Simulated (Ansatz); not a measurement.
All numbers were calculated with Ansatz.

Basis-set series for BrFH₄OSi₂, SMILES `O[SiH](F)[SiH2]Br`. Total charge 0; spin multiplicity 1. The structure was optimised at the PBE0-D4/def2-TZVP level. It is one conformer, not always the lowest.

```json
{"functional": "PBE0-D4", "basis": "def2-SVP", "functions": "116", "energy (Eh)": "-3329.41382", "HOMO (eV)": "-8.05", "LUMO (eV)": "-0.95"}
{"functional": "PBE0-D4", "basis": "def2-QZVPP", "functions": "463", "energy (Eh)": "-3330.24837", "HOMO (eV)": "-8.14", "LUMO (eV)": "-1.28"}
{"functional": "ωB97M-V", "basis": "def2-SVP", "functions": "116", "energy (Eh)": "-3329.88661", "HOMO (eV)": "-10.08", "LUMO (eV)": "0.99"}
{"functional": "ωB97M-V", "basis": "def2-QZVPP", "functions": "463", "energy (Eh)": "-3330.72085", "HOMO (eV)": "-10.20", "LUMO (eV)": "0.40"}
```

Task: Give the rows for def2-TZVPP. (Estimate.)

Result: The calculation gave: 
```csv
functional,basis,functions,energy (Eh),HOMO (eV),LUMO (eV)
PBE0-D4,def2-TZVPP,250,-3330.16563,-8.12,-1.20
ωB97M-V,def2-TZVPP,250,-3330.64194,-10.18,0.60
```

Positive LUMOs are unbound and depend on the basis. Scalar relativity is left out up to krypton.
